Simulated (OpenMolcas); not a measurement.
## Ta4+: moving or changing the point charges

Ta4+ among 6 point charges of -1.7 e arranged as a trigonal prism (D3h), 2.14 Å from the ion, with a polar angle of 45.7° against the regular 49.1°.

```yaml
Program: OpenMolcas 26.06
Method: "SS-CASPT2, IPEA 0.25 Eh, imaginary shift 0.1 Eh (closed shells correlated: 4f 5s 5p)"
Basis: ANO-RCC-VDZP [7s6p4d2f1g]
Scalar_Hamiltonian: DKH2, point nucleus
Active_space: 1 electron in 5 orbitals (5d)
State_averaging: 2S+1 = 2 even, 5 roots
Spin-orbit_coupling: state interaction with AMFI integrals over the reference wave functions
```

Runs around this geometry, states (labels of D3, the rotations of D3h). Energies in cm-1 above the lowest state or level, χT in cm3 K/mol.

```csv
R (Å),q (e),Polar angle / regular,Ground state,First state of that spin,First gap with spin-orbit (degeneracies),χT at 300 K
2.14,-1.1,0.93,2E,2A1 5300,"6440 (2, 2)",0.149
2.01,-1.7,0.93,2E,2A1 6230,"5100 (2, 2)",0.128
2.14,-1.7,0.93,2E,2A1 6610,"5690 (2, 2)",0.137
2.32,-1.7,0.93,2E,2A1 6390,"6230 (2, 2)",0.144
2.14,-1.7,1,2E,2A1 4230,"5850 (2, 2)",0.137
```

Scaling the charges by -1.1 / -1.7 = 0.65 scales the first state of the same spin by 5300 / 6610 = 0.80; with fixed orbitals a first-order splitting would follow the charge.

Roots that are degenerate in the reference are averaged as groups; the widest CASPT2 spread within a group is 76 cm-1 (the 2-fold group of multiplicity 2 near 0 cm-1 above the lowest state of its run, R = 2.14, q = -1.1, ratio = 0.93). Shifts and gaps below about the spread of the groups concerned are not significant. An orbital doublet at a regular site is open to a Jahn-Teller distortion, which this geometry leaves out. Free-ion shares, where given, are those of the reference states; single-state CASPT2 does not remix them. This is an electrostatic model: the charges have no orbitals. No measured value stands beside these numbers.
